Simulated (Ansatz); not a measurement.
One change: `F[SiH2]O[SiH](Cl)Cl` becomes `O[SiH2]O[SiH](Cl)Cl`.

Ansatz, PBE0-D4/def2-TZVP geometries, multiplicity 1. Each molecule was computed in one conformer, which needn't be the lowest.

```json
{"property": "HOMO–LUMO gap (B3LYP/def2-TZVPP) / eV", "`F[SiH2]O[SiH](Cl)Cl`": "9.12"}
{"property": "LUMO energy (PBE/def2-TZVPP) / eV", "`F[SiH2]O[SiH](Cl)Cl`": "-0.62"}
{"property": "LUMO energy (ωB97M-V/def2-TZVPP) / eV", "`F[SiH2]O[SiH](Cl)Cl`": "2.02"}
{"property": "HOMO–LUMO gap (PBE/def2-TZVPP) / eV", "`F[SiH2]O[SiH](Cl)Cl`": "7.25"}
{"property": "HOMO energy (ωB97M-V/def2-TZVPP) / eV", "`F[SiH2]O[SiH](Cl)Cl`": "-11.60"}
{"property": "HOMO energy (B3LYP/def2-TZVPP) / eV", "`F[SiH2]O[SiH](Cl)Cl`": "-9.06"}
```

Problem. What does the change do to each property? (Best estimate.)

Solution. Computed: 
```
                             property  `O[SiH2]O[SiH](Cl)Cl`  shift
HOMO–LUMO gap (B3LYP/def2-TZVPP) / eV                   8.95  -0.17
    LUMO energy (PBE/def2-TZVPP) / eV                  -0.59   0.03
LUMO energy (ωB97M-V/def2-TZVPP) / eV                   1.97  -0.05
  HOMO–LUMO gap (PBE/def2-TZVPP) / eV                   7.04  -0.21
HOMO energy (ωB97M-V/def2-TZVPP) / eV                 -11.39   0.21
  HOMO energy (B3LYP/def2-TZVPP) / eV                  -8.90   0.16
```

Positive LUMOs are unbound, so they and the gaps depend on the basis.

B3LYP here is the variant with VWN-RPA as its local correlation; programs differ in this.
